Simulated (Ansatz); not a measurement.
Geometry optimisation, RKS PBE0-D4/def2-SVP (Ansatz).

Input:

```yaml
crystal:
  periodic: [false, false, false]
  atoms:
    - { symbol: Al, position_ang: [0.0, 0.0, 0.0] }
    - { symbol: H, position_ang: [1.0658, 0.0, 1.4006] }
    - { symbol: O, position_ang: [1.9504, 0.0, 0.3409] }
    - { symbol: H, position_ang: [2.2503, -0.9519, 0.186] }
    - { symbol: O, position_ang: [-1.5415, 0.0, -0.89] }
    - { symbol: Si, position_ang: [-2.6907, -1.2238, -0.8267] }
    - { symbol: H, position_ang: [-2.2881, -2.2198, 0.162] }
    - { symbol: H, position_ang: [-3.9833, -0.6595, -0.4496] }
    - { symbol: H, position_ang: [-2.8007, -1.8572, -2.1376] }
basis:
  gaussian: { orbitals: def2-SVP }
hamiltonian:
  xc: pbe0
  dispersion: d4
relax:
  f_tol: 0.15
  max_steps: 25
  restrain:
    - { distance: [1, 2], at: 1.01, k: 30.0 }
    - { distance: [0, 1], at: 2.76, k: 30.0 }
    - { distance: [0, 2], at: 2.98, k: 30.0 }
```

Launched with:

```bash
$ ansatz run input.yaml --threads 2 --pin off --max-ram 3072MiB --backend cpu --events-out ev --progress --plain --runs-dir out
```

Where does it end, and by what steps?

The forces met the threshold. The restraints hold the end off the free minimum. After 20 steps the energy has fallen by 2.081 eV (the restraints' own energy left out); H2 moved furthest, 1.33 Å. Parted: Al1–O3 (1.98 → 2.97 Å). Joined: H2–O3 (1.38 → 0.98 Å).

```json
{"step": "0", "energy less start (eV)": "0.0000", "largest force component (eV/Å)": "1.244", "accepted": "yes"}
{"step": "1", "energy less start (eV)": "0.3449", "largest force component (eV/Å)": "3.096", "accepted": "yes"}
{"step": "2", "energy less start (eV)": "0.6754", "largest force component (eV/Å)": "9.155", "accepted": "yes"}
{"step": "3", "energy less start (eV)": "-0.4885", "largest force component (eV/Å)": "6.550", "accepted": "yes"}
{"step": "4", "energy less start (eV)": "-1.4592", "largest force component (eV/Å)": "1.107", "accepted": "yes"}
{"step": "5", "energy less start (eV)": "-1.6118", "largest force component (eV/Å)": "0.629", "accepted": "yes"}
{"step": "6", "energy less start (eV)": "-1.6940", "largest force component (eV/Å)": "0.798", "accepted": "yes"}
{"step": "7", "energy less start (eV)": "-1.7975", "largest force component (eV/Å)": "0.751", "accepted": "yes"}
{"step": "8", "energy less start (eV)": "-1.7797", "largest force component (eV/Å)": "2.344", "accepted": "no"}
{"step": "9", "energy less start (eV)": "-1.8298", "largest force component (eV/Å)": "0.994", "accepted": "yes"}
{"step": "10", "energy less start (eV)": "-1.8757", "largest force component (eV/Å)": "0.860", "accepted": "yes"}
{"step": "11", "energy less start (eV)": "-1.9416", "largest force component (eV/Å)": "0.867", "accepted": "yes"}
{"step": "12", "energy less start (eV)": "-1.9722", "largest force component (eV/Å)": "1.493", "accepted": "yes"}
{"step": "13", "energy less start (eV)": "-2.0427", "largest force component (eV/Å)": "0.695", "accepted": "yes"}
{"step": "14", "energy less start (eV)": "-2.0219", "largest force component (eV/Å)": "1.475", "accepted": "no"}
{"step": "15", "energy less start (eV)": "-2.0538", "largest force component (eV/Å)": "0.820", "accepted": "yes"}
{"step": "16", "energy less start (eV)": "-2.0545", "largest force component (eV/Å)": "1.045", "accepted": "yes"}
{"step": "17", "energy less start (eV)": "-2.0746", "largest force component (eV/Å)": "0.657", "accepted": "yes"}
{"step": "18", "energy less start (eV)": "-2.0357", "largest force component (eV/Å)": "1.649", "accepted": "no"}
{"step": "19", "energy less start (eV)": "-2.0720", "largest force component (eV/Å)": "0.964", "accepted": "yes"}
{"step": "20", "energy less start (eV)": "-2.0809", "largest force component (eV/Å)": "0.782", "accepted": "yes"}
```

```xyz
9
Properties=species:S:1:pos:R:3
Al -0.648 0.876 0.687
H 2.068 0.362 0.605
O 1.941 -0.425 0.030
H 2.026 -1.169 0.637
O -1.701 -0.248 -0.073
Si -2.692 -1.321 -0.844
H -2.816 -2.580 -0.046
H -4.059 -0.738 -1.015
H -2.155 -1.669 -2.195
```

Time of the run: 34 s on 2 threads of Arm Neoverse V2, with other jobs on the host, peak memory 0.17 GiB.
